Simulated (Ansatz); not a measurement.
Geometry optimisation, RKS PBE-D4/def2-SVP in Ansatz 0.2.0.

Input:

```yaml
crystal:
  periodic: [false, false, false]
  atoms:
    - { symbol: Al, position_ang: [0.0, 0.0, 0.0] }
    - { symbol: O, position_ang: [0.0, 0.0, 1.78] }
    - { symbol: H, position_ang: [-0.9095, -0.2814, 2.1171] }
    - { symbol: Cl, position_ang: [1.9312, 0.0, -1.115] }
    - { symbol: Cl, position_ang: [-1.9312, 0.0, -1.115] }
basis:
  gaussian: { orbitals: def2-SVP }
hamiltonian:
  xc: pbe
  dispersion: d4
relax:
  f_tol: 0.02
  max_steps: 40
output:
  orbitals: {}
```

Run as:

```bash
$ ansatz run input.yaml --threads 1 --pin off --max-ram 2048MiB --backend cpu --events-out ev --progress --plain --runs-dir out
```

Task: Where does it end, and by what steps?

Result: The run converged. After 6 steps the energy has fallen by 0.377 eV; O2 moved furthest, 0.18 Å.

| step | energy less start (eV) | largest force component (eV/Å) | accepted |
| --- | --- | --- | --- |
| 0 | 0.0000 | 1.585 | yes |
| 1 | -0.1950 | 2.716 | yes |
| 2 | -0.3422 | 1.719 | yes |
| 3 | -0.3439 | 0.331 | yes |
| 4 | -0.3758 | 0.075 | yes |
| 5 | -0.3761 | 0.086 | yes |
| 6 | -0.3773 | 0.013 | yes |

```xyz
5
Properties=species:S:1:pos:R:3
Al -0.042 -0.033 -0.037
O -0.019 -0.130 1.664
H -0.826 -0.171 2.200
Cl 1.806 0.035 -1.016
Cl -1.828 0.018 -1.144
```

Whether the end is a true minimum wasn't checked by a vibrational analysis.

Time of the run: 7.2 s on 1 thread of Intel(R) Xeon(R) 6975P-C (Granite Rapids), on a shared host, peak memory 0.16 GiB.
